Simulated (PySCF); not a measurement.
Diatomics of Pb with the chalcogens

CCSD(T) with double-zeta basis sets in PySCF, for the lowest determinant that a PBE0 search found; no spin–orbit coupling. De refers to high-spin ground-configuration atoms.

```tsv
M	basis	reference, frozen orbitals	state (unpaired electrons)	Re (Å)	ωe (cm⁻¹)	De (eV)
O	def2-SVP	RHF, 5	singlet (closed shell)	1.975	681	4.22
S	def2-SVP	RHF, 9	singlet (closed shell)	2.343	417	4.00
Se	def2-SVP	RHF, 13	singlet (closed shell)	2.458	274	3.82
```

The shortest bond is that of PbO (1.975 Å), the longest that of PbSe (2.458 Å).

Down a group the atoms grow and get heavier, so bonds lengthen and wavenumbers fall; this series shows no clear exception.

Correlated steps freeze the inner cores (5 to 13 orbitals); shallow outer-core shells are correlated. Correlated levels converge slowly with the basis: in double zeta they bind strong bonds too weakly, by up to about 1 eV, and carry superposition errors of some tenths. These are scalar-relativistic numbers at best; spin–orbit coupling would shift them, the dissociation energy most. Where the molecule has an RHF reference, its open-shell atoms are computed with UHF. The CCSD T1 diagnostic is raised in PbO, PbS, PbSe, a sign that a single reference may not be enough there.
